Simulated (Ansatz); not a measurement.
Reaction R1 → P1 + P2, each structure at its B3LYP-D3(BJ)/def2-TZVP stationary point, reached from a drawn start (curvature not checked).
R1, BF2 (SMILES F[B]F) (charge 0, multiplicity 2):
```xyz
3

B     -0.2108    -0.3726     0.0000
F      1.0994    -0.3762     0.0000
F     -0.8887     0.7487     0.0000
```
P1: BF (SMILES [B]F), charge 0, multiplicity 1.
P2: F atom, charge 0, multiplicity 2.

P less R. No zero-point or thermal terms; singlets are restricted closed shells; open shells are unrestricted; no spin–orbit coupling.

Frozen-core correlation throughout. CBS: X⁻³ extrapolation of the correlation energy, Hartree–Fock from the larger set.

Codes used: Ansatz (a quantum-chemistry and plane-wave program). All values are computed, each at the level named.

Q: What is the computed reaction energy (BLYP/def2-TZVPP)?

A: 117.5 kcal/mol

Q: What is the computed reaction energy (HF/cc-pVQZ)?

A: 91.8 kcal/mol

Q: Give the reaction energy at the level CCSD(T)/CBS(cc-pVTZ, cc-pVQZ).

A: 113.6 kcal/mol
